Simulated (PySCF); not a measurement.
Compound: CH₆N₂Si₂.
Geometry (GFN2-xTB, Å), atoms numbered from 1 in this order:
```xyz
11
CH6N2Si2 angstrom
N      3.6079   -0.4697   -0.5523
C      2.6065   -0.2530   -0.0407
Si     0.9733    0.1159    0.7898
N     -0.1911   -0.1329   -0.4595
Si    -1.9177    0.0528   -0.3947
H      1.0332    1.5014    1.2659
H      0.7790   -0.8469    1.8737
H      0.1843   -0.2430   -1.3885
H     -2.4612   -0.8413   -1.4154
H     -2.2998    1.4428   -0.6650
H     -2.3090   -0.3235    0.9607
```

A PySCF run (density fitting, gas phase, GFN2-xTB geometry) gave HOMO -7.96 eV, LUMO -1.03 eV, dipole 3.56 D.

Task: Which of these levels was it?
A. KT2/cc-pVTZ
B. PBE0/pcSseg-1
C. mPW1PW91/6-31++G**
D. LDA/pcSseg-1
E. B97-2/def2-SVPD

Result: C. It is mPW1PW91/6-31++G**. All candidates on this geometry:

| level and settings | kind | basis functions | SCF cycles | E (Eh) | HOMO (eV) | LUMO (eV) | dipole (D) |
| --- | --- | --- | --- | --- | --- | --- | --- |
| LDA/pcSseg-1 | LDA | 129 | 15 | -726.6032 | -6.66 | -2.01 | 3.44 |
| KT2/cc-pVTZ, grid level 3, fitting basis def2-qzvpp-jkfit | GGA | 242 | 11 | -737.8604 | -6.65 | -1.90 | 3.27 |
| B97-2/def2-SVPD | global hybrid | 156 | 13 | -729.9118 | -7.72 | -0.93 | 3.47 |
| mPW1PW91/6-31++G** | global hybrid | 134 | 14 | -730.1785 | -7.96 | -1.03 | 3.56 |
| PBE0/pcSseg-1 | global hybrid | 129 | 14 | -729.7666 | -7.94 | -0.82 | 3.47 |

The nearest other candidate, by the summed differences of HOMO and LUMO, is PBE0/pcSseg-1: its HOMO differs by +0.02 eV and its LUMO by +0.21 eV. Cycle counts include a coarse-grid stage where the run had one. All basis functions are spherical, in the Pople sets too. KT2 was designed for NMR shieldings or shifts; total energies of different functionals aren't comparable.
